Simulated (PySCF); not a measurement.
Geometries of 2 isomers of C3H8BrGeN, from PBE0-D3(BJ)/def2-SVP geometry optimisation, gas phase in PySCF. One conformer each, no zero-point energy, no frequencies.

Question: Which isomer lies lower at this level?
A.
```xyz
14
angstrom
C      1.817    1.153    0.162
C      1.392   -0.115    0.169
C      0.463   -0.714   -0.831
Ge    -1.359   -0.753   -0.121
N     -1.740    0.912    0.490
Br    -1.355   -2.376    1.567
H      2.479    1.535    0.943
H      1.527    1.848   -0.633
H      1.705   -0.774    0.988
H      0.429   -0.125   -1.761
H      0.738   -1.750   -1.079
H     -2.451   -1.195   -1.104
H     -2.647    1.031    0.930
H     -1.014    1.307    1.083
```
B.
```xyz
14
angstrom
C      0.963   -0.888   -0.257
C      0.737    0.312    0.275
C     -0.581    0.777    0.830
N     -1.660   -0.178    0.721
Ge    -2.973   -0.037   -0.512
Br    -4.241    1.887   -0.146
H      0.158   -1.626   -0.314
H      1.945   -1.163   -0.647
H      1.547    1.050    0.328
H     -0.438    1.068    1.887
H     -0.855    1.727    0.332
H     -1.866   -0.696    1.566
H     -3.908   -1.242   -0.370
H     -2.360    0.160   -1.902
```

Answer: A. That is `C=C[CH2][Ge@H]([NH2])[Br]`, 15.2 kcal/mol below the other.

```json
{"SMILES": "C=C[CH2][Ge@H]([NH2])[Br]", "atoms numbered as above": "[CH2:1]=[CH:2][CH2:3][Ge@H:4]([NH2:5])[Br:6]", "E (Eh)": "-4823.63373", "relative (kcal/mol)": "0.0", "relative (kJ/mol)": "0.0", "dipole (D)": "1.83"}
{"SMILES": "C=CC[NH][GeH2][Br]", "atoms numbered as above": "[CH2:1]=[CH:2][CH2:3][NH:4][GeH2:5][Br:6]", "E (Eh)": "-4823.60953", "relative (kcal/mol)": "15.2", "relative (kJ/mol)": "63.5", "dipole (D)": "2.04"}
```
